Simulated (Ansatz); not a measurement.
`C#CCCCCCCCCCC` with charge +1. The state is a doublet with charge 1. Geometry r2SCAN-D4/def2-SVP, that of the neutral singlet; atoms count from 1.

```xyz
34

C     0.6152   -2.7589    5.1385
C     0.3548   -1.7494    4.5140
C     0.0112   -0.5498    3.7628
C    -1.4497   -0.5315    3.2822
C    -1.8456    0.7799    2.6005
C    -1.0152    1.1640    1.3724
C    -1.0268    0.1282    0.2500
C    -0.2946    0.5921   -1.0070
C    -0.3089   -0.4424   -2.1313
C     0.3366    0.0242   -3.4374
C     1.8368    0.3038   -3.3468
C     2.4514    0.6845   -4.6895
H     0.8546   -3.6474    5.6924
H     0.6959   -0.4614    2.8995
H     0.2033    0.3408    4.3911
H    -2.1081   -0.7038    4.1502
H    -1.6128   -1.3879    2.6052
H    -1.7905    1.5997    3.3405
H    -2.9087    0.7095    2.3063
H     0.0309    1.3698    1.6683
H    -1.3984    2.1229    0.9781
H    -2.0749   -0.1219   -0.0059
H    -0.5717   -0.8172    0.6008
H    -0.7519    1.5326   -1.3713
H     0.7473    0.8485   -0.7400
H     0.1944   -1.3652   -1.7838
H    -1.3572   -0.7307   -2.3322
H    -0.1815    0.9348   -3.7964
H     0.1665   -0.7427   -4.2157
H     2.0248    1.1117   -2.6172
H     2.3462   -0.5917   -2.9430
H     2.3176   -0.1201   -5.4318
H     1.9777    1.5917   -5.1006
H     3.5313    0.8829   -4.6030
```

**Question.** Estimate the Mulliken populations of the heavy atoms from the PBE0/def2-SVP orbitals of Ansatz.

**Answer.** 
```json
{"atom": "C1", "charge (e)": "-0.23", "spin (α − β)": "0.35"}
{"atom": "C2", "charge (e)": "0.35", "spin (α − β)": "0.17"}
{"atom": "C3", "charge (e)": "-0.01", "spin (α − β)": "0.03"}
{"atom": "C4", "charge (e)": "-0.13", "spin (α − β)": "0.05"}
{"atom": "C5", "charge (e)": "-0.03", "spin (α − β)": "0.02"}
{"atom": "C6", "charge (e)": "-0.09", "spin (α − β)": "0.02"}
{"atom": "C7", "charge (e)": "-0.09", "spin (α − β)": "0.00"}
{"atom": "C8", "charge (e)": "-0.09", "spin (α − β)": "0.04"}
{"atom": "C9", "charge (e)": "-0.05", "spin (α − β)": "0.03"}
{"atom": "C10", "charge (e)": "-0.07", "spin (α − β)": "0.03"}
{"atom": "C11", "charge (e)": "-0.14", "spin (α − β)": "0.04"}
{"atom": "C12", "charge (e)": "-0.07", "spin (α − β)": "0.01"}
```
Mulliken values depend strongly on the basis.

**Question.** Where does the spin sit?

**Answer.** Summed by element: C 0.79, H 0.21, of 1 unpaired in all. Largest on single atoms: C1 0.35, C2 0.17, C4 0.05.

**Question.** And the Mayer bond orders between heavy atoms (over 0.3)?

**Answer.** C1–C2 2.21 (1.22 Å); C2–C3 1.09 (1.46 Å); C3–C4 0.98 (1.54 Å); C4–C5 1.07 (1.53 Å); C5–C6 1.07 (1.53 Å); C6–C7 1.05 (1.53 Å); C7–C8 1.08 (1.53 Å); C8–C9 1.03 (1.53 Å); C9–C10 1.09 (1.53 Å); C10–C11 1.03 (1.53 Å); C11–C12 1.10 (1.52 Å).
